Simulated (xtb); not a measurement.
xtb input:

```bash
xtb mol.xyz --gfn 1 --sp --chrg 1 --uhf 0
```
mol.xyz:
```
10

Si    -2.49127400    -0.04573761    -0.62857256
O     -0.74701571    -0.48855598    -0.79255684
Si     0.68624512     0.38987967    -0.20415705
Cl     0.18642740     0.92200497     1.66175883
Cl     2.12843347    -0.99141979    -0.36146248
H     -2.40393165     1.41691401    -0.65058098
H     -2.90524414    -0.62936294     0.64980521
H     -3.06420498    -0.67423984    -1.82293666
H     -0.55203594    -1.36369730    -1.16925180
H      0.81931220     1.52089714    -1.11340482
```

**Question.** Which total energy does the run end on?

**Answer.** -19.42015 Eh (GFN1-xTB).

It need not be the lowest isomer of its formula.
